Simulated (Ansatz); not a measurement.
Relaxation of Cl$_{3}$GaH$_{2}$O (7 atoms, charge 0, multiplicity 1), to a largest force component of 0.03 eV/Å in at most 50 steps.

All numbers below come from RKS r2SCAN/def2-SVP (Ansatz 0.2.0).

```xyz
7
Properties=species:S:1:pos:R:3:forces:R:3
Ga 0.183 0.604 -0.501 0.04 0.61 1.04
O 0.029 -0.085 2.382 0.12 0.83 -0.61
H -0.924 -0.224 2.479 -0.02 0.01 0.01
Cl 1.923 -0.362 -1.225 -0.01 0.01 0.00
Cl -1.777 -0.093 -0.943 0.01 0.00 0.00
Cl 0.362 2.569 0.498 -0.06 -0.70 -0.46
H 0.122 0.896 2.438 -0.08 -0.75 0.02
```

Question: Where does it end, and by what steps?

Answer: The run converged. After 7 steps the energy has fallen by 0.704 eV; O2 moved furthest, 0.51 Å. Joined: Ga1–O2 (2.97 → 2.07 Å).

```
step  energy less start (eV)  largest force component (eV/Å)  accepted
   0                  0.0000                           1.037       yes
   1                 -0.1996                           1.221       yes
   2                 -0.4413                           1.171       yes
   3                 -0.5704                           1.467       yes
   4                 -0.6774                           0.543       yes
   5                 -0.6967                           0.224       yes
   6                 -0.7024                           0.055       yes
   7                 -0.7037                           0.013       yes
```

```xyz
7
Properties=species:S:1:pos:R:3
Ga 0.164 0.619 -0.095
O 0.059 0.022 1.889
H -0.818 -0.375 2.036
Cl 1.847 -0.426 -0.898
Cl -1.815 -0.082 -0.607
Cl 0.382 2.719 0.366
H 0.097 0.826 2.436
```

Whether the end is a true minimum wasn't checked by a vibrational analysis.

Time of the run: 24 s on 4 threads of Arm Neoverse V1, with other jobs on the host, peak memory 0.2 GiB.
